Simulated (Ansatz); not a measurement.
Isolated molecules relaxed with PBE0-D4/def2-TZVP in Ansatz; ΔE leaves out vibrations. CBS: MP2 limit from def2 TZ/QZ plus the TZ coupled-cluster correction, frozen cores. Functionals use def2-TZVPP. No spin–orbit coupling; open shells (•) take unrestricted orbitals. Spin–orbit coupling would lower the free atoms: clearly for Br. Bonds to Br are less sure, by a few kJ/mol each and by 10 to 20 or more in all where they break to atoms, as the def2 sets lack core-valence functions. Scalar relativity is left out up to krypton. One conformer a species, not always the lowest.

`C[SiH](O)Br` → Br• + `C[SiH]O`•  (homolysis of the Br–Si bond)

(1) What is ΔE at CCSD(T)/CBS? (An estimate is asked.)

(2) What do these levels give: PBE-D4, B97M-V, r2SCAN0-D4, BHLYP-D4, B2PLYP, PBE, r2SCAN, BHLYP, RPA@PBE/def2-TZVPP, MP2/def2-SVP, HF/def2-QZVPP, SCS-MP2/def2-QZVPP? (Estimate.)

Largest T1 diagnostic among the species: 0.013.

## Answers

(1) Ansatz gave: +4.64 eV.

(2) The calculation gave: PBE-D4 4.42, B97M-V 4.46, r2SCAN0-D4 4.40, BHLYP-D4 4.32, B2PLYP 4.36, PBE 4.35, r2SCAN 4.42, BHLYP 4.21, RPA@PBE/def2-TZVPP 4.03, MP2/def2-SVP 4.34, HF/def2-QZVPP 3.37, SCS-MP2/def2-QZVPP 4.62 eV.

From r2SCAN to r2SCAN0 (25 % exact exchange), in def2-TZVPP and without D4, ΔE moves by −0.04 eV: exact exchange takes away binding that semilocal exchange gives to molecules. The D4 term adds +0.12 eV with B3LYP and +0.06 eV with PBE0; it sums over pairs of atoms, weighted by their polarisabilities, and B3LYP, whose exchange is more repulsive, gets the larger term.

B3LYP here is the variant with VWN-RPA as its local correlation; programs differ in this.
